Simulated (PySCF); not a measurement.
**Computed properties of Ge(H)2(vinyl)(NH2) (C2H7GeN), SMILES C=[CH][GeH2][NH2]**

C2H7GeN, SMILES C=[CH][GeH2][NH2]. Geometry optimised at B3LYP-D3(BJ)/def2-SVP. This is a generated structure with no PubChem entry under its InChIKey; it may be hypothetical. The values are those of a single conformer. All values are computed for the isolated molecule unless a solvent is named; none is compared with measurement here.

**Structure.** All 27 harmonic modes at B3LYP-D3(BJ)/def2-SVP (PySCF) are real, so it is a minimum. With heavy atoms numbered as in [GeH2:1]([NH2:2])[CH:3]=[CH2:4], the shortest bond between them is C3–C4 at 1.338 Å and the longest Ge1–C3 at 1.957 Å.

**Vibrations.** The strongest infrared lines (harmonic, unscaled, degenerate partners summed) lie at 2129 cm⁻¹ (148 km/mol, H 98 %), 810 cm⁻¹ (131 km/mol, H 92 %), 557 cm⁻¹ (127 km/mol, H 56 %, N 32 %, C 11 %). The softest mode is at 77 cm⁻¹ and the zero-point energy is 52.2 kcal/mol.

**Electronic structure.** ωB97X/def2-TZVP (PySCF) places the frontier levels at -9.56 and 1.70 eV, a gap of 11.26 eV, and gives a dipole moment of 1.63 D and a mean polarisability of 62.1 bohr³. PBE/def2-TZVP (PySCF) at the same geometry gives -5.74 and -1.42 eV, so its gap is 6.94 eV narrower. An orbital gap is neither the optical nor the fundamental gap.

**Excitations.** TDDFT-CAM-B3LYP/def2-SVPD (PySCF) has S1 at 5.88 eV (211 nm, f = 0.041, weak); the most intense of the 10 singlets computed lies at 7.12 eV (f = 0.35). T1 (TDA) is at 4.24 eV. TDDFT-PBE/def2-SVPD (PySCF) puts S1 at 4.54 eV. No vertical singlet excitation falls in the visible range (under 3.1 eV).

**NMR.** GIAO shifts at KT2/pcSseg-1 (PySCF) (non-relativistic, atoms alike by connectivity averaged): ¹³C from 131.8 to 140.5 ppm against TMS; ¹H from 0.1 to 6.6 ppm against TMS.
